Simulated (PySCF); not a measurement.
From one molecule to another.

First species: C8H12OSi.
SMILES with atom numbers: `[CH3:1][O:2][CH2:3][C:4]1=[CH:5][C@@:6]2([SiH3:7])[CH:8]=[CH:9][C@@H:10]12` (hydrogens: H11, H12, H13 on C1; H14, H15 on C3; H16 on C5; H17, H18, H19 on Si7; H20 on C8; H21 on C9; H22 on C10)

Cartesian coordinates in Å at the GFN2-xTB level; atoms count from 1:
```xyz
22
C8H12OSi angstrom
C      3.6593    0.6828    0.9822
O      2.2744    0.4728    0.9731
C      1.7330    0.3983   -0.3311
C      0.2622    0.2089   -0.2300
C     -0.8232    0.8238   -0.6971
C     -1.7927   -0.1260   -0.0285
Si    -3.1129    0.5510    1.1314
C     -2.0339   -1.3818   -0.8366
C     -0.9591   -2.0107   -0.3726
C     -0.5152   -0.8640    0.4995
H      4.1932   -0.1312    0.4740
H      3.9604    0.7172    2.0274
H      3.9224    1.6310    0.4953
H      2.1843   -0.4532   -0.8727
H      1.9581    1.3195   -0.8930
H     -0.9959    1.6578   -1.3514
H     -4.1694    1.1713    0.3265
H     -3.6630   -0.5614    1.9081
H     -2.4950    1.5437    2.0099
H     -2.7997   -1.6158   -1.5520
H     -0.5080   -2.9709   -0.5432
H     -0.2899   -1.0434    1.5439
```

Second species: C₅H₁₄FNSi₂.
SMILES: `[SiH3]C[C@H]1[C@H](N[SiH2]F)CC1`

Levels: PBE0/pcSseg-1 for dipole moment, HOMO energy, LUMO energy and HOMO–LUMO gap; GFN2-xTB for rotational constant A and rotational constant C. Geometries: GFN2-xTB. Each species is one conformer at its optimised geometry, gas phase, non-relativistic unless stated. Electronic properties by PySCF.

Dipoles, sizes and rotational constants follow the conformer. The torsions of the flexible species, by atom-mapped SMILES:
- `[CH3:1][O:2][CH2:3][C:4]1=[CH:5][C@@:6]2([SiH3:7])[CH:8]=[CH:9][C@@H:10]12`: C1–O2–C3–C4 -179°, O2–C3–C4–C5 125°
- `[F:1][SiH2:2][NH:3][C@@H:4]1[CH2:5][CH2:6][C@H:7]1[CH2:8][SiH3:9]`: F1–Si2–N3–C4 176°, Si2–N3–C4–C5 149°, C6–C7–C8–Si9 -71°

Values for the first species:

- Dipole moment: 1.76 D
- HOMO energy: -6.86 eV
- LUMO energy: -0.36 eV
- HOMO–LUMO gap: 6.50 eV
- Rotational constant A: 2.309 GHz
- Rotational constant C: 0.554 GHz

(1) Estimate the same properties for the second species, and the change in each.

Answers

(1) 
```json
{"property": "dipole moment", "first": "1.76 D", "second": "2.18 D", "second less first": "+0.42 D"}
{"property": "HOMO energy", "first": "-6.86 eV", "second": "-6.88 eV", "second less first": "-0.02 eV"}
{"property": "LUMO energy", "first": "-0.36 eV", "second": "0.28 eV", "second less first": "+0.64 eV"}
{"property": "HOMO–LUMO gap", "first": "6.50 eV", "second": "7.16 eV", "second less first": "+0.66 eV"}
{"property": "rotational constant A", "first": "2.309 GHz", "second": "1.680 GHz", "second less first": "-0.629 GHz"}
{"property": "rotational constant C", "first": "0.554 GHz", "second": "0.456 GHz", "second less first": "-0.098 GHz"}
```

On the first: The dipole equals about 5.9 × 10⁻³⁰ C·m (1 D = 3.33564 × 10⁻³⁰ C·m).

On the second: The dipole matches unit charges of opposite sign 0.45 Å apart (1 e·Å = 4.8032 D). A dipole of 2.18 D is allowed in C1, and pure rotational transitions are dipole-allowed.
